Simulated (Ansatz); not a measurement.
Consider the redistribution: `CC1=CC(C)=[O+][Zn-]([Cl])[O]1` + `C[O][Sn][OH]` → `C[O][Zn][Cl]` + `CC1=CC(C)=[O+][Sn-]([OH])[O]1`.

Isolated molecules relaxed with PBE0-D4/def2-TZVP in Ansatz; ΔE leaves out vibrations. CBS: MP2 limit from def2 TZ/QZ plus the TZ coupled-cluster correction, frozen cores. Functionals use def2-TZVPP. B3LYP here is the variant with VWN-RPA as its local correlation; programs differ in this. Elements past krypton have def2 core potentials. For Sn, Zn outer-core shells are correlated without core-valence functions, which leaves a few kJ/mol of doubt a bond. Scalar relativity is left out up to krypton. One conformer a species, not always the lowest.

```csv
level,ΔE (kJ/mol)
LDA (SPW92),34.3
revPBE-D4,26.8
B97M-V,32.7
B3LYP-D4,31.1
PBE-QIDH,37.6
BHLYP,41.5
MP2/def2-SVP,50.7
MP2/CBS(def2),29.9
```

Task: What does CCSD(T)/CBS give? (Estimate.)

Result: The calculation gave: +36.3 kJ/mol. The listed levels differ from it by -2.0, -9.5, -3.6, -5.2, 1.3, 5.2, 14.4, -6.4 kJ/mol.

Largest T1 diagnostic among the species: 0.017.

From PBE to PBE0 (25 % exact exchange), in def2-TZVPP and without D4, ΔE moves by +5.9 kJ/mol. At CCSD(T), def2-SVP lies +18.7 kJ/mol from the extrapolated value and def2-TZVPP +1.7 kJ/mol. The D4 term adds −3.2 kJ/mol with B3LYP and −2.0 kJ/mol with PBE0; it sums over pairs of atoms, weighted by their polarisabilities, and B3LYP, whose exchange is more repulsive, gets the larger term.
